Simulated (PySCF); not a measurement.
Field gradients from PBE0/pcSseg-1 densities (PySCF, non-relativistic) at GFN2-xTB geometries, isolated species, one conformer each; χzz is the principal value of largest magnitude, with Q(14N) = 0.02044 b. GFN2-xTB bond lengths can be off by several hundredths of an ångström, more for odd bonds, and the gradients follow them. The small basis limits the accuracy of the gradients.

Question: Rank these 14N sites by the size of the quadrupole coupling, smallest first.
A. N6 (hydrazine nitrogen) in `[CH3:1][CH2:2][CH2:3][N:4]([CH3:5])[NH2:6]`
B. N3 (C=N nitrogen) in `[CH3:1][C:2]1=[N:3][N:4]([SiH:5]([CH3:6])[CH3:7])[CH2:8][C@H:9]1[F:10]`
C. N5 (pyrrole-type nitrogen) in `[N:1]#[C:2][c:3]1[cH:4][nH:5][c:6]([F:7])[p:8]1`
D. The nitrogen bonded to 2 C and P of `CN(C)[P-]CP`
E. The amide nitrogen of `NC(=O)C(=O)C(F)(F)F`
F. N6 (pyridine-type nitrogen) in `[CH2:1]=[N:2][SiH2:3][c:4]1[s:5][n:6][cH:7][c:8]1[NH2:9]`

Answer: C (2.852 MHz), E (4.164 MHz), F (4.760 MHz), D (5.608 MHz), B (5.993 MHz), A (6.490 MHz).

All sites together:

```
nucleus                                                                                         site  Vzz (au)     η  χzz (MHz)
    14N      N6 (pyridine-type nitrogen) in [CH2:1]=[N:2][SiH2:3][c:4]1[s:5][n:6][cH:7][c:8]1[NH2:9]    -0.991  0.19     -4.760
    14N  N3 (C=N nitrogen) in [CH3:1][C:2]1=[N:3][N:4]([SiH:5]([CH3:6])[CH3:7])[CH2:8][C@H:9]1[F:10]    -1.248  0.03     -5.993
    14N                        N6 (hydrazine nitrogen) in [CH3:1][CH2:2][CH2:3][N:4]([CH3:5])[NH2:6]    -1.351  0.44     -6.490
    14N                                                    the amide nitrogen of NC(=O)C(=O)C(F)(F)F    -0.867  0.11     -4.164
    14N                                              the nitrogen bonded to 2 C and P of CN(C)[P-]CP    -1.168  0.30     -5.608
    14N                N5 (pyrrole-type nitrogen) in [N:1]#[C:2][c:3]1[cH:4][nH:5][c:6]([F:7])[p:8]1    -0.594  0.16     -2.852
```
